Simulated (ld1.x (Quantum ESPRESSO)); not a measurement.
## Reading a pseudo-wave (C)

Columns: radius, all-electron u(r) and pseudo u(r) of the 2p shell (level -5.42 eV) of carbon in the configuration [He] 2s2 2p2; LDA (PZ), scalar-relativistic, PAW scheme, ld1.x (Quantum ESPRESSO) 7.5.

```
r (bohr)  all-electron  pseudo
   0.118        0.0632  0.0100
   0.235        0.1849  0.0390
   0.353        0.3145  0.0855
   0.470        0.4291  0.1454
   0.588        0.5236  0.2158
   0.705        0.5955  0.2908
   0.822        0.6472  0.3663
   0.940        0.6812  0.4383
   1.058        0.7001  0.5024
   1.175        0.7066  0.5548
   1.292        0.7035  0.5944
   1.410        0.6928  0.6203
   1.528        0.6765  0.6326
   1.645        0.6562  0.6325
   1.763        0.6328  0.6220
   1.880        0.6076  0.6039
   1.998        0.5810  0.5803
   2.115        0.5540  0.5541
   2.232        0.5269  0.5269
   2.350        0.4997  0.4997
   2.468        0.4729  0.4729
   2.585        0.4470  0.4470
   2.702        0.4218  0.4218
   2.820        0.3973  0.3973
   2.938        0.3738  0.3738
   3.055        0.3514  0.3514
```

Question: How many radial nodes do the two functions have?

Answer: The all-electron 2p function has n − l − 1 = 0; the pseudo-wave has 0.

Question: At about which radius was the pseudo-wave matched?

Answer: 2.35 bohr. The columns agree to 0.0005 from 2.12 bohr on; several derivatives are matched, so the curves merge somewhat inside the radius.

Question: Is the pseudo-wave norm-conserving?

Answer: No, it belongs to a PAW set: the norm inside the radius is not constrained, and the difference is carried by the augmentation charge.
